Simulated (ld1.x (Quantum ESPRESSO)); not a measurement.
# Scattering properties, PAW potential for gallium

```
Element                 : Ga
Generator               : ld1.x (Quantum ESPRESSO) 7.5
Type                    : PAW
Functional              : LDA (PZ)
Relativity              : scalar-relativistic
Frozen core             : [Ar]
Valence charge          : 13
Reference configuration : 3d10 4s1.5 4p1.5
Partial waves           : 4s (bound): rcut 1.45, rcutus 1.85 bohr; 4s channel at -0.4 Ry: rcut 1.45, rcutus 1.85 bohr; 4p (bound): rcut 2.50, rcutus 2.90 bohr; 4p channel at 4.05 Ry: rcut 2.50, rcutus 2.90 bohr; 3d (bound): rcut 1.05, rcutus 1.40 bohr; 3d channel at -1.2 Ry: rcut 1.05, rcutus 1.40 bohr
Local potential         : all-electron potential smoothed inside 2.40 bohr (lloc = -1)
Core correction         : Bessel-smoothed model core inside 0.75 bohr
Augmentation charge     : PSQ, radius 1.20 bohr
```

The phase is arctan(r·u′/u) with u = r·R(r), unwrapped; energies in Ry, scanned from -3 to 5 Ry. A pole is an energy at which the radial function vanishes at the test radius. The pseudo phase is shifted by a multiple of π to meet the all-electron one at the reference energy, and phase errors are pseudo minus all-electron; the curves can meet again beyond the range given. Levels narrower than the energy grid can be missing from the lists of poles.

| channel | radius (bohr) | reference energy (Ry) | poles, all-electron | poles, pseudo | unbroken range about the reference energy with phases within 0.05 rad | phase error 1 Ry above the reference energy (rad) |
| --- | --- | --- | --- | --- | --- | --- |
| s | 3.15 | -0.72 | -0.27, 4.45 | -0.27, 4.37 | the whole range | -0.000 |
| p | 3.15 | -0.23 | 0.60 | 0.59 | below 2.4 | -0.003 |
| d | 3.15 | -1.50 | -1.48, 2.14 | -1.48, 2.17 | below 3.6 | -0.000 |

Phases in the d channel:

| E (Ry) | all-electron | pseudo |
| --- | --- | --- |
| -3.00 | 1.390 | 1.390 |
| -2.52 | 1.374 | 1.374 |
| -2.04 | 1.350 | 1.350 |
| -1.56 | 1.260 | 1.260 |
| -1.08 | -1.840 | -1.840 |
| -0.60 | -1.911 | -1.911 |
| -0.12 | -2.044 | -2.044 |
| 0.36 | -2.444 | -2.442 |
| 0.84 | -3.804 | -3.797 |
| 1.32 | -4.452 | -4.447 |
| 1.80 | -4.639 | -4.635 |
| 2.28 | -4.737 | -4.732 |
| 2.76 | -4.817 | -4.808 |
| 3.24 | -4.913 | -4.894 |
| 3.72 | -5.104 | -5.042 |
| 4.20 | -5.894 | -5.501 |
| 4.68 | -7.310 | -6.997 |
